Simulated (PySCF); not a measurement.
**Correlation energy of Sr (strontium, neutral)**

[Kr] 4d2, high-spin 3F determinant (an excited configuration). Calculation: PySCF 2.14, in dyall-av2z; the non-relativistic Hamiltonian (point nucleus). Frozen: [Kr]; 2 electrons correlated; the 50 highest virtual orbitals of each spin left out.

With two correlated electrons CCSD is exact within the correlated space (frozen core and kept virtual orbitals).

```
level  correlation energy (mhartree)
 CCSD                          -5.06
```

Diagnostics: T1 = 0.010, D1 = 0.0146, largest double amplitude 0.130.

Is a single reference adequate?

Mostly. T1 lies below 0.03, but a double amplitude of this size points to a near-degeneracy that CCSD handles and MP2 describes poorly.
